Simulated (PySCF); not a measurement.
C4H10N, SMILES [CH2]CNCC, multiplicity 2. Coordinates come from a B3LYP-D3(BJ)/def2-SVP optimisation. The isomer is the one that the SMILES or the coordinates give; other isomers of the formula were not compared. Other conformers were not sampled.

All values below come from B3LYP-D3(BJ)/def2-SVP in PySCF.

Harmonic wavenumbers (cm⁻¹): 81, 121, 145, 262, 280, 364, 453, 511, 752, 793, 817, 931, 971, 1061, 1083, 1128, 1143, 1187, 1258, 1306, 1356, 1375, 1407, 1430, 1436, 1459, 1474, 1492, 1505, 2916, 2942, 3012, 3025, 3031, 3103, 3125, 3135, 3247, 3502. Rotational constants (GHz): 13.84, 2.429, 2.284; symmetry number 1.

**Question.** Work out the zero-point energy and the ideal-gas rigid-rotor harmonic-oscillator thermochemistry at 298.15 K and 1 atm.

**Answer.** ZPE = ½ Σ hcν = ½ × 58617 cm⁻¹ = 83.80 kcal/mol. H − E(el) = 88.92 kcal/mol. Entropy in cal/(mol K): translation 38.74, rotation 25.84, vibration 16.77, spin 1.38, total 82.74. G − E(el) = 64.26 kcal/mol. Cp = 26.71 cal/(mol K). Modes under 150 cm⁻¹ make the vibrational entropy uncertain.
